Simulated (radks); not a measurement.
Results of a calculation; reference values are marked as such.
The mean radii <r> (bohr) of the occupied orbitals of an atom or ion are listed with their occupations. Level of theory: non-relativistic Kohn-Sham, LB94 model potential, spin-polarised, spherical densities, point nucleus (a radial shooting solver on a logarithmic mesh with Libxc functionals).

orbital  occ.      <r>
1s up       1  0.01867
1s down     1  0.01867
2s up       1  0.07837
2s down     1  0.07838
2p up       3  0.06617
2p down     3  0.06617
3s down     1   0.1938
3s up       1   0.1937
3p up       3   0.1840
3p down     3   0.1841
3d up       5   0.1599
3d down     5   0.1599
4s up       1   0.3739
4s down     1   0.3733
4p up       1   0.3685

Name the element and its charge. Open shells, if any, are filled with parallel spins first.

Answer. Z = 81, thallium, charge +50: Tl50+ in [Ar] 3d10 4s2 4p1. The 1s radius gives Z: for a bare nucleus <r> = 1.5/Z, 0.01852 bohr for Z = 81, and screening makes it slightly larger (0.01867 here). The occupations add up to 31, and the charge is Z minus that.
